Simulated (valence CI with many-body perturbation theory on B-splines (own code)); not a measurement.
The numbers below are computed, except where a source is named.
## Energy levels of Tl66+

Level of theory: valence CI with perturbative core correlation (CI+MBPT): five valence electrons over a frozen Dirac-Fock core [Ne], radial functions for each j: 11 s, 11 p, 10 d, 8 f, 5 g, 2 h, with the one-electron correlation potential Σ1, the two-electron term Σ2, the three-electron term Σ3, Breit, model QED; selected CI, second order for the rest, scaled by the run's own slope (own B-spline code, finite nucleus).

The last digits are not significant, and no measured levels were compared; by estimate large intervals hold to a few tenths of a per cent, small ones and those within an open d or f shell to about a per cent. Among the levels kept, up to 3300 cm⁻¹ of a level comes from second order outside the variational space, and about a tenth of that is noise between levels of different J, which matters for small intervals.

Levels 136 to 170 of 170, with energies above the lowest level, (3s^2 3p1/2^2 3p3/2) J=3/2. "Leading %" is the weight of the configuration and term that name the level; weights of strongly mixed levels are sums over their largest components and can fall short. In the jj column 3d3/2^4 stands for four electrons in 3d with j = 3/2.

```csv
No.,Configuration,Term,J,E (× 10³ cm⁻¹),Leading %,Second component,g,Leading jj
136,3s2.3p.3d2,4G°,9/2,14122,48,16 % 3s2.3p.3d2 2G°,1.161,3s^2 3p3/2 3d3/2 3d5/2 (76 %)
137,3p4.3d,4D,3/2,14150,14,10 % 3s.3p2.3d2 6F,0.985,3s 3p1/2 3p3/2 3d3/2^2 (57 %)
138,3s2.3p.3d2,2H°,11/2,14171,65,33 % 3s2.3p.3d2 4G°,1.139,3s^2 3p3/2 3d3/2 3d5/2 (95 %)
139,3s2.3p.3d2,4F°,7/2,14184,29,17 % 3s2.3p.3d2 4D°,1.207,3s^2 3p3/2 3d3/2 3d5/2 (74 %)
140,3s2.3p.3d2,4D°,5/2,14244,41,30 % 3s2.3p.3d2 4P°,1.373,3s^2 3p3/2 3d3/2 3d5/2 (85 %)
141,3s2.3p.3d2,2G°,7/2,14255,38,20 % 3s2.3p.3d2 4D°,1.097,3s^2 3p3/2 3d3/2 3d5/2 (93 %)
142,3s2.3p.3d2,2F°,5/2,14256,22,15 % 3s2.3p.3d2 4P°,1.111,3s^2 3p3/2 3d3/2 3d5/2 (82 %)
143,3s.3p2.3d2,6F,1/2,14263,42,25 % 3s.3p2.3d2 4D,0.229,3s 3p1/2 3p3/2 3d3/2^2 (81 %)
144,3s2.3p.3d2,4D°,3/2,14265,33,24 % 3s2.3p.3d2 2D°,1.116,3s^2 3p3/2 3d3/2 3d5/2 (78 %)
145,3s.3p2.3d2,6G,5/2,14279,18,10 % 3p4.3d 4D,1.046,3s 3p1/2 3p3/2 3d3/2^2 (69 %)
146,3s2.3p.3d2,2S°,1/2,14311,28,19 % 3s2.3p.3d2 4P°,1.610,3s^2 3p3/2 3d3/2 3d5/2 (70 %)
147,3p4.3d,2F,7/2,14396,20,18 % 3p4.3d 2G,1.072,3p1/2^2 3p3/2^2 3d3/2 (59 %)
148,3s.3p2.3d2,6F,3/2,14406,20,13 % 3s.3p2.3d2 6G,0.948,3s 3p1/2 3p3/2 3d3/2^2 (58 %)
149,3s2.3p.3d2,2G°,7/2,14415,35,15 % 3s2.3p.3d2 4F°,1.114,3s^2 3p3/2 3d3/2 3d5/2 (84 %)
150,3p4.3d,4P,1/2,14431,32,16 % 3s.3p2.3d2 6F,1.173,3p1/2^2 3p3/2^2 3d3/2 (62 %)
151,3s.3p2.3d2,4G,7/2,14432,21,17 % 3s.3p2.3d2 6G,1.063,3s 3p1/2 3p3/2 3d3/2^2 (75 %)
152,3p4.3d,4D,5/2,14459,21,12 % 3s.3p2.3d2 6G,1.081,3p1/2^2 3p3/2^2 3d3/2 (56 %)
153,3s2.3p.3d2,2G°,9/2,14466,68,16 % 3s2.3p.3d2 2H°,1.077,3s^2 3p3/2 3d3/2 3d5/2 (90 %)
154,3s2.3p.3d2,2D°,5/2,14469,33,26 % 3s2.3p.3d2 4D°,1.178,3s^2 3p3/2 3d3/2 3d5/2 (77 %)
155,3s2.3p.3d2,2D°,3/2,14507,49,14 % 3s2.3p.3d2 2P°,0.919,3s^2 3p3/2 3d3/2 3d5/2 (88 %)
156,3s2.3p.3d2,4S°,3/2,14532,29,12 % 3s2.3p.3d2 2D°,1.396,3s^2 3p3/2 3d3/2 3d5/2 (75 %)
157,3s.3p2.3d2,2G,9/2,14539,25,17 % 3s.3p2.3d2 4H,1.113,3s 3p1/2 3p3/2 3d3/2^2 (96 %)
158,3p4.3d,2D,3/2,14565,41,13 % 3p4.3d 4F,0.886,3p1/2^2 3p3/2^2 3d3/2 (68 %)
159,3s2.3p.3d2,2F°,5/2,14577,64,17 % 3s2.3p.3d2 2D°,0.942,3s^2 3p3/2 3d3/2 3d5/2 (88 %)
160,3s2.3p.3d2,2P°,1/2,14587,73,16 % 3s2.3p.3d2 4D°,0.648,3s^2 3p3/2 3d3/2 3d5/2 (92 %)
161,3s.3p2.3d2,4F,3/2,14737,22,16 % 3s.3p2.3d2 2D,1.186,3s 3p1/2 3p3/2 3d3/2^2 (87 %)
162,3s.3p2.3d2,4G,5/2,14765,24,17 % 3s.3p2.3d2 2F,0.997,3s 3p1/2 3p3/2 3d3/2^2 (96 %)
163,3s.3p2.3d2,4P,3/2,14766,11,9 % 3s.3p2.3d2 6P,1.281,3s 3p1/2 3p3/2 3d3/2^2 (73 %)
164,3s.3p2.3d2,4H,7/2,14816,28,28 % 3s.3p2.3d2 2G,0.931,3s 3p1/2 3p3/2 3d3/2^2 (95 %)
165,3s.3p2.3d2,4G,5/2,14820,25,14 % 3s.3p2.3d2 6D,1.097,3s 3p1/2 3p3/2 3d3/2^2 (94 %)
166,3s.3p2.3d2,4D,3/2,14828,25,19 % 3s.3p2.3d2 6D,1.255,3s 3p1/2 3p3/2 3d3/2^2 (92 %)
167,3s.3p2.3d2,4P,1/2,14862,34,27 % 3s.3p2.3d2 6D,2.046,3s 3p1/2 3p3/2 3d3/2^2 (87 %)
168,3s.3p2.3d2,4F,7/2,14880,19,11 % 3s.3p2.3d2 4D,1.200,3s 3p1/2 3p3/2 3d3/2^2 (81 %)
169,3s.3p2.3d2,4P,5/2,14896,23,16 % 3s.3p2.3d2 2D,1.359,3s 3p1/2 3p3/2 3d3/2^2 (93 %)
170,3s2.3p.3d2,4G°,11/2,14991,64,34 % 3s2.3p.3d2 2H°,1.195,3s^2 3p3/2 3d5/2^2 (96 %)
```

Where two levels of one J and parity lie close, their mixing, g and order are uncertain.
